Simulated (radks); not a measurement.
Valence configurations of Pd3+ (all share [Kr]). Method: scalar-relativistic Kohn-Sham, PBE, spin-unpolarised, spherical densities, finite nucleus; Fermi nuclear charge, rms radius 4.5318 fm; computed with a radial shooting solver on a logarithmic mesh with Libxc functionals. Energies are relative to 4d7; eigenvalues in eV.

| valence | E (eV) | e(4d) | e(5p) | e(5s) |
|---|---|---|---|---|
| 4d7 | 0.000 | -41.639 | - | - |
| 4d6.5 5s0.5 | 5.812 | -43.747 | - | -31.546 |
| 4d6.5 5p0.5 | 9.594 | -44.315 | -24.323 | - |
| 4d6 5s1 | 12.207 | -45.888 | - | -32.502 |
| 4d6 5s0.5 5p0.5 | 16.094 | -46.449 | -25.061 | -32.854 |
| 4d6 5p1 | 20.000 | -47.003 | -25.370 | - |
| 4d5 5s1.5 5p0.5 | 30.899 | -50.795 | -26.551 | -34.759 |
| 4d5 5p2 | 43.288 | -52.393 | -27.428 | - |
| 4d4 5s1.5 5p1.5 | 56.861 | -56.259 | -28.558 | -37.249 |

NIST lists [Kr] 4d7 as the ground configuration; this level of theory agrees among the configurations tried. The energies are those of spherical spin-averaged densities, not of single terms.
